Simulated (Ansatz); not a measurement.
Basis-set extrapolation for AlH5N2S, SMILES `[NH2][Al]([NH2])[SH]` (PBE0-D4/def2-TZVP geometry, frozen core, Ansatz 0.2.0). Multiplicity 1, RHF reference.

|  | def2-TZVPP | def2-QZVPP |
| --- | --- | --- |
| HF | -751.465329 | -751.489919 |
| MP2 correlation | -0.685003 | -0.738552 |
| CCSD(T) correlation | -0.750627 | not run |

Energies in hartree. Use E(X) = E(∞) + A·exp(−7.88·√X) for Hartree–Fock and E(X) = E(∞) + B·X^(−2.97) for correlation, with X = 3 and 4, and add CCSD(T) minus MP2 of the smaller set to the MP2 limit.

Task: What is the CCSD(T) energy at the basis-set limit?

Result: HF limit: -751.489919 + (-0.024590) × 0.13774 = -751.49331. MP2 limit: -0.738552 + (-0.053549) × 0.74074 = -0.77822. Higher-order term: -0.750627 − (-0.685003) = -0.06562. Total: -752.33715 hartree, 3.30 eV below CCSD(T)/def2-TZVPP.
